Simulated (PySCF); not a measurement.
Geometry:
| atom | x (Å) | y (Å) | z (Å) |
| --- | --- | --- | --- |
| C1 | -0.477 | -1.418 | -0.049 |
| C2 | -0.532 | 0.073 | 0.005 |
| C3 | 0.564 | 0.830 | 0.023 |
| F4 | 0.409 | 2.183 | 0.074 |
| Si5 | 2.391 | 0.302 | -0.011 |
| C6 | -1.893 | 0.690 | 0.040 |
| Cl7 | -2.825 | 0.248 | -1.420 |
| Cl8 | -2.798 | 0.144 | 1.481 |
| H9 | 0.550 | -1.769 | -0.072 |
| H10 | -0.997 | -1.774 | -0.937 |
| H11 | -0.981 | -1.838 | 0.820 |
| H12 | 2.649 | -0.534 | 1.163 |
| H13 | 2.630 | -0.448 | -1.245 |
| H14 | 3.165 | 1.538 | 0.027 |
| H15 | -1.861 | 1.780 | 0.078 |

Calculated, not measured (PySCF 2.14): coordinates at the GFN2-xTB level, NMR shieldings at PBE0/pcSseg-1/GIAO. A single conformation, relativity neglected, fast rotation and ring inversion assumed for equivalent nuclei, in vacuum.

Referencing at the same level of theory: ¹³C, ¹H, ²⁹Si against TMS; CFCl3 for ¹⁹F; HCl for ³⁵Cl.

```csv
atoms,nucleus,count,Hirshfeld charge,δ (ppm)
Si5,²⁹Si,1,0.32,-80.5
C2,¹³C,1,-0.03,139.2
H9/H10/H11,¹H,3,0.04,?
H15,¹H,1,0.05,7.19
Cl7/Cl8,³⁵Cl,2,-0.05,283
H12/H13/H14,¹H,3,-0.06,4.34
C1,¹³C,1,-0.12,13.4
F4,¹⁹F,1,-0.08,?
C6,¹³C,1,0.03,?
C3,¹³C,1,-0.01,163.3
```

Fill in the missing shifts.

## Answers


- C6: 80.7 ppm, allylic sp3 CH bonded to 2 Cl; 2 electronegative neighbours deshield it
- H9/H10/H11: 2.04 ppm, hydrogen on an allylic methyl carbon; allylic position
- F4: -94.2 ppm, vinylic fluorine

Carbons that carry Cl, above all several Cl atoms, come out too deshielded, partly because spin–orbit coupling is missing. Shifts are as computed. Against solution values, carbons near 30 ppm lie about +3 ppm off and those near 130 ppm about +5 ppm; carbons on Cl a further +6 ppm. Of 1309 compounds with measured shifts, 239 miss one by over three times the rms of a fit or turn the order of signals round; such compounds aren't used in these exercises. Unscaled 19F shifts against computed CFCl3 carry errors that often reach 10 to 50 ppm.
